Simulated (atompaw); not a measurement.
Cl (Z = 17): PAW (atompaw) pseudisation with PBE, scalar-relativistic reference atom.

- Element: Cl (Z = 17)
- Generator: atompaw 4.2.0.5
- Type: PAW
- Functional: PBE
- Relativity: scalar-relativistic
- Frozen core: [Ne]
- Valence charge: 7
- Reference configuration: 3s1.5 3p5.5
- Partial waves: 3s (bound): rc 1.60 bohr; 3s channel at 2.3 Ry: rc 1.60 bohr; 3p (bound): rc 1.30 bohr; 3p channel at 3.9 Ry: rc 1.30 bohr
- Local potential: troulliermartins scheme with l = 2 at 1 Ry, radius 1.30 bohr
- Core correction: smooth core density matched at 1.05 bohr
- Augmentation charge: sinc compensation charge, radius 1.30 bohr; PAW radius 1.60 bohr; waves and projectors: custom polynom2 7 10 vanderbiltortho

**Question.** Is a potential produced?

**Answer.** No. atompaw 4.2.0.5 stopped with "atompaw: The overlap operator has at least one negative eigenvalue!": the overlap operator built from these waves and projectors is not positive definite.
